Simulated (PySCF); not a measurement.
# Vibration and rotation of NaBe⁺

RHF-CCSD(T) constants of NaBe⁺, ¹Σ⁺ (singlet), closed shell (Na def2-SVPD, Be def2-SVPD; no relativity (PySCF 2.14); masses 22.9898 and 9.0122 u):

```
ωe              : 170.2 cm⁻¹
ωexe            : 3.14 cm⁻¹
Be              : 0.26641 cm⁻¹
αe              : 0.00585 cm⁻¹
D (centrifugal) : 2.61e-06 cm⁻¹
De to Na⁺ + Be  : 0.275 eV
```

Problem. Estimate the standard entropy (1 bar) and heat capacity of the ideal gas at 1000 K, rigid rotor with B0 and harmonic oscillator at the fundamental.

Solution. Translation (Sackur–Tetrode, M = 32.00 u): 177.2 J/(mol K). Rotation: q = kT/(σB0) = 2640 with σ = 1, 73.8. Vibration: x = hcν0/kT = 0.236, 20.34. S° = 271.4 J/(mol K); Cp = 7R/2 + 8.28 = 37.4 J/(mol K).

Correlated steps freeze 1 core orbital. The bond is weak. Basis-set superposition, not corrected here, can be much of De in a small basis, most of all at correlated wavefunction levels. For an ion De counts to the pair picked by the measured ionisation energies or electron affinities, which need not be the lowest pair at this level.
